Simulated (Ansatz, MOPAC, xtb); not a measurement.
The molecule TiF+, multiplicity 3 (lowest of 2S+1 = 1, 3, 5, 7 at CCSD(T)/def2-TZVPP on PBE0 minima; our sources give no spin for the ground state, which may be another). No spin–orbit coupling. Ti is treated without relativity.

The constants come from a fifth-degree fit in 1/R (seven points, main isotopes). Runs in def2 and cc sets follow the lowest solution found near the PBE0 minimum.

Correlated levels freeze the inner cores; with def2 sets outer-core shells near the valence are correlated too. The state that PM7 reach isn't checked; PM7 holds dispersion and hydrogen-bond terms.

The values were computed with Ansatz (Gaussian orbitals); MOPAC for PM7 (differences of heats of formation); xtb for the GFN methods. Each number belongs to the level named beside it. The GFN methods have no spin term and hold the electronic entropy of 300 K.

```csv
level,r_e (Å),ω_e (cm⁻¹),ω_e x_e (cm⁻¹)
PM7,1.682,785,2.0
GFN1-xTB,1.819,…,5.0
r2SCAN/def2-TZVPP,1.746,766,3.3
B97M-V/def2-TZVPP,1.750,760,3.2
B3LYP/def2-TZVPP,1.751,755,3.2
BHLYP/def2-TZVPP,1.759,760,3.0
wB97X-V/def2-TZVPP,1.748,759,3.1
CCSD(T)/def2-TZVPP,…,…,3.0
```

Question: Complete the blanks.

Answer: 
- CCSD(T)/def2-TZVPP, r_e (Å): 1.754
- CCSD(T)/def2-TZVPP, ω_e (cm⁻¹): 752
- GFN1-xTB, ω_e (cm⁻¹): 373

Ansatz is a first-principles code.
